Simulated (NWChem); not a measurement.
System: ZnNH2Br; SMILES [NH2][Zn][Br]

Input file for NWChem:

```
start job
memory heap 200 mb stack 900 mb global 1100 mb
geometry units angstroms noautoz
  Zn     0.165230    -0.791071    -0.001796
  Br    -0.141425     1.425167     0.004049
  N      0.560504    -2.565971    -0.006665
  H      0.303509    -3.079590    -0.846853
  H      0.223560    -3.104898     0.788315
end
basis spherical
  * library def2-svp
end
dft
  xc xpbe96 cpbe96
  iterations 150
  vectors input atomic output neutral.movecs
end
task dft energy
charge 1
dft
  odft
  mult 2
  vectors input atomic output cation.movecs
end
task dft energy
```

The geometry was optimised at PBE0/def2-SVP.

Ions are spin-unrestricted doublets at the neutral geometry; other ion states weren't tried.

Question: Give the results of this calculation. (PBE/def2-SVP, vertical spin-unrestricted ions.) Quantities: vertical ionisation energy, ΔSCF (eV); −ε(HOMO) (eV).

Answer: 
| Item | Result |
|---|---|
| vertical ionisation energy, ΔSCF (eV) | 8.95 |
| −ε(HOMO) (eV) | 5.40 |
